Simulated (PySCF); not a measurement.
## Radial density of B²⁺ (boron, charge +2)

PBE, [He] 2s1, 2S determinant. Computed with PySCF 2.14 in def2-SVP, with no relativity, point nucleus.

| r (bohr) | 4πr²ρ (e/bohr) | 4πr²(ρα − ρβ) |
| --- | --- | --- |
| 0.00553 | 0.02420 | 0.0010 |
| 0.00929 | 0.06749 | 0.0029 |
| 0.0156 | 0.1837 | 0.0078 |
| 0.0263 | 0.4733 | 0.0197 |
| 0.0442 | 1.111 | 0.0448 |
| 0.0744 | 2.350 | 0.0893 |
| 0.125 | 4.043 | 0.1351 |
| 0.210 | 5.071 | 0.1221 |
| 0.354 | 3.697 | 0.0215 |
| 0.596 | 1.217 | 0.0629 |
| 1.00 | 0.5287 | 0.4385 |
| 1.68 | 0.6020 | 0.6011 |
| 2.83 | 0.1300 | 0.1300 |
| 4.77 | 0.0004066 | 0.0004 |
